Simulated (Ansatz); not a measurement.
BO3H3, relaxed as a singlet with RKS PBE-D4/def2-TZVP in Ansatz, starting from the GFN2-xTB geometry. Force threshold 0.02 eV/Å.

The structure holds one bond between oxygen atoms, so isomers without such links may lie far lower. The structure comes from a short search, and lower isomers may exist.

Start:

Cartesian coordinates in Å:
```
B -0.547 -0.276 -0.030
O 0.453 -1.051 -0.045
O 0.095 1.219 -0.238
O 0.640 -2.387 0.067
H -1.701 -0.227 0.089
H 1.025 1.010 -0.432
H 0.035 1.713 0.590
```

| step | energy (eV) | largest force component (eV/Å) | SCF passes |
| --- | --- | --- | --- |
| 1 | -6858.0920 | 1.238 | 20 |
| 2 | -6858.1712 | 0.566 | 22 |
| 3 | -6858.2000 | 0.462 | 22 |
| 4 | -6858.2166 | 0.437 | 25 |
| 5 | -6858.2249 | 0.130 | 23 |
| 6 | -6858.2256 | 0.096 | 24 |
| 7 | -6858.2268 | 0.031 | 24 |
| 8 | -6858.2271 | 0.016 | 24 |

Force components are those of the run's own axes.

End:

Cartesian coordinates in Å:
```
B -0.491 -0.257 -0.004
O 0.543 -1.051 -0.078
O 0.101 1.189 -0.249
O 0.514 -2.453 -0.005
H -1.664 -0.284 0.177
H 1.078 1.011 -0.297
H -0.081 1.845 0.457
```

By distances, no bond broke or formed. The bond that changes most is B1–O3, from 1.64 to 1.58 Å (atoms count from 1).

No frequencies were taken in this run, so the end may be a saddle point.

Run time 7.5 s (2 threads of Arm Neoverse V2 on a shared host).
